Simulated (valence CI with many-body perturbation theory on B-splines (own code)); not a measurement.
## Hf⁵¹⁺: key properties

Calculated by relativistic CI+MBPT: three valence electrons over a frozen Dirac-Fock core [Ar], radial functions for each j: 7 s, 7 p, 8 d, 6 f, 4 g, 1 h, with the one-electron correlation potential Σ1 (screened to all orders), the two-electron term Σ2, the three-electron term Σ3, Breit, model QED; selected single and double excitations, second order for the rest, scaled by the run's own slope (own B-spline code, finite nucleus).

No measured spectrum was set against this ion. As an estimate, large intervals hold to a few tenths of a per cent, small ones and those within an open d or f shell to about a per cent. The list stops below the first excitations out of the core. Only levels of the ground parity were solved; by the run's estimate the other parity begins above the list, which can be wrong where configurations are misplaced.

Levels are named by their leading jj configuration (3d3/2^4 stands for four electrons in 3d with j = 3/2), which in mixed levels can hold well under half, so a name can repeat and another be missing.

Rates and lifetimes use the calculated energies. Strong lines usually hold to 10 to 20 %, long lifetimes can be off by a factor of two.

Q: What is the ground level?

A: (3d3/2^3) J=3/2, composition 45 % 3d3 4F + 39 % 3d3 2D + 11 % 3d3 2P, g = 0.714.

Q: What is the ionisation energy?

A: 4704.3 eV; NIST lists 4703 ± 4 eV (theoretical).

Q: How well does LS coupling describe the low levels?

A: Among the lowest 19 levels the leading LS term, summed over configurations, holds 56 % on average. For single configurations the figures are 56 % in LS and 98 % in jj coupling. Terms mix most in the J = 3/2 level at 63.04 eV, where the leading one holds 38 %.
